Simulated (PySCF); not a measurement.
C8H8F (doublet state).
SMILES with atom numbers: `[CH3:1][CH2:2][c:3]1[cH:4][c:5][c:6]([F:7])[cH:8][cH:9]1` (hydrogens: H10, H11, H12 on C1; H13, H14 on C2; H15 on C4; H16 on C8; H17 on C9)

Computed, not measured: PySCF 2.14.0, PBE0-D3(BJ)/def2-SVP geometry optimisation, gas phase.

Q: What internal coordinates does the optimisation give?

A: 
```json
{"bond": "C1–C2", "length (pm)": "152.6"}
{"bond": "C2–C3", "length (pm)": "150.6"}
{"bond": "C3–C4", "length (pm)": "140.8"}
{"bond": "C4–C5", "length (pm)": "137.2"}
{"bond": "C5–C6", "length (pm)": "137.6"}
{"bond": "C6–F7", "length (pm)": "132.9"}
{"bond": "C6–C8", "length (pm)": "139.4"}
{"bond": "C8–C9", "length (pm)": "139.5"}
{"bond": "C3–C9", "length (pm)": "140.1"}
{"bond": "C1–H10, C1–H11, C1–H12", "length (pm)": "110.1"}
{"bond": "C2–H13, C2–H14", "length (pm)": "110.2"}
{"bond": "C4–H15", "length (pm)": "109.5"}
{"bond": "C8–H16", "length (pm)": "109.3"}
{"bond": "C9–H17", "length (pm)": "109.3"}
```

Bonds in one row agree within 1 pm and their mean is given. A selection of angles:
```json
{"angle": "C2–C1–H10", "degrees": "111.1"}
{"angle": "H10–C1–H11", "degrees": "107.4"}
{"angle": "C1–C2–C3", "degrees": "112.8"}
{"angle": "C1–C2–H13", "degrees": "109.6"}
{"angle": "C3–C2–H13", "degrees": "109.3"}
{"angle": "H13–C2–H14", "degrees": "106.3"}
{"angle": "C2–C3–C4", "degrees": "120.7"}
{"angle": "C2–C3–C9", "degrees": "121.2"}
{"angle": "C4–C3–C9", "degrees": "118.1"}
{"angle": "C3–C4–C5", "degrees": "118.2"}
{"angle": "C3–C4–H15", "degrees": "120.3"}
{"angle": "C5–C4–H15", "degrees": "121.5"}
{"angle": "C4–C5–C6", "degrees": "124.7"}
{"angle": "C5–C6–F7", "degrees": "122.1"}
{"angle": "C5–C6–C8", "degrees": "117.4"}
{"angle": "F7–C6–C8", "degrees": "120.4"}
{"angle": "C6–C8–C9", "degrees": "119.5"}
{"angle": "C6–C8–H16", "degrees": "118.9"}
{"angle": "C9–C8–H16", "degrees": "121.5"}
{"angle": "C8–C9–H17", "degrees": "118.9"}
{"angle": "C3–C9–C8", "degrees": "122.0"}
{"angle": "C3–C9–H17", "degrees": "119.1"}
```

Dihedral angles: C1–C2–C3–C4 -90°. The mirror-image conformer, all signs reversed, is as good.

Of the pairs four or more bonds apart, H13···H15 is among the closest relative to their van der Waals radii: 2.48 Å, 103 % of the sum of Bondi's values. C9 (carbon bonded to 2 C and H) is planar (angles 122.0°, 119.1° and 118.9°, sum 360.0°, 0.00 Å off the plane of its three neighbours). C4 (carbon bonded to 2 C and H) is planar (angles 121.5°, 120.3° and 118.2°, sum 360.0°, 0.00 Å off the plane of its three neighbours). C3 (carbon bonded to 3 C) is planar (angles 121.2°, 120.7° and 118.1°, sum 360.0°, 0.02 Å off the plane of its three neighbours). C6 (carbon bonded to 2 C and F) is planar (angles 122.1°, 120.4° and 117.4°, sum 360.0°, 0.00 Å off the plane of its three neighbours). C8 (carbon bonded to 2 C and H) is planar (angles 121.5°, 119.5° and 118.9°, sum 360.0°, 0.00 Å off the plane of its three neighbours). The 8 C–C bonds span 1.372 Å (C4–C5, aromatic) to 1.526 Å (C1–C2, drawn single), a spread of 0.154 Å.

No frequency check. ⟨S²⟩ = 0.761 (exact for a doublet: 0.75).
